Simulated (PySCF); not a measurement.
## Radial density of W (tungsten, neutral)

UHF, [Xe] 4f14 5d3 6s2 6p1, one real determinant (an excited configuration). All numbers are calculated (PySCF 2.14, scalar relativity through the core potential, in aug-cc-pVTZ-PP with one added diffuse shell each of s, p, d, f, g type with ECP60MDF (7s7p6d4f3g, 113 functions)). This is the valence pseudo-density: the core potential removes the inner electrons and smooths the orbitals near the nucleus.

```
r (bohr)  4πr²ρ (e/bohr)  4πr²(ρα − ρβ)
   0.241       0.0002857         0.0000
   0.405         0.05514         0.0017
   0.680           3.661         0.1503
    1.14           10.50         1.4672
    1.93           3.635         1.5690
    3.24           1.232         0.6222
    5.45          0.2386         0.1495
    9.16        0.008280         0.0072
    15.4       1.265e-05         0.0000
```

⟨L²⟩ = 14.89 against 20 for a pure G term, so this real determinant mixes terms. Energies and moments cover only the electrons outside the core potential. Spin-orbit coupling, absent here, splits the open shell strongly. ⟨S²⟩ = 6.66 against 6.00 shows spin contamination. The s, p, d and f populations moved away from the nominal configuration during the SCF.
